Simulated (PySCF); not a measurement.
CdMe(SiH3), CH6CdSi (singlet state).
Bonds: Cd1–C2, Cd1–Si6. Hydrogens: H3, H4, H5 on C2; H7, H8, H9 on Si6.

The calculation used PBE0-D3(BJ)/def2-SVP geometry optimisation, gas phase, def2 core potentials past Kr (PySCF 2.14.0).

Question: Give the optimised bond lengths and angles.

Answer: 
```tsv
bond	length (Å)
Cd1–C2	2.127
Cd1–Si6	2.516
C2–H3, C2–H4, C2–H5	1.101
Si6–H7, Si6–H8, Si6–H9	1.501
```

Bonds in one row agree within 0.01 Å and their mean is given. A selection of angles:
```tsv
angle	degrees
C2–Cd1–Si6	179.4
Cd1–C2–H3	110.6
H3–C2–H4	108.0
Cd1–Si6–H7	112.5
H7–Si6–H8	106.7
```

Cd1 (cadmium bonded to C and Si) is linear (angle 179.4°). Si6 (silicon bonded to Cd and 3 H) is tetrahedral (angles from 106.6° to 112.5°).

Point group: near C3v, missed by 0.17 Å at most; the miss may be what the optimiser left on a soft mode (C3 holds within 0.08 Å). No PBE0-D3(BJ)/def2-SVP frequencies stand behind this structure, so it isn't proved a minimum.
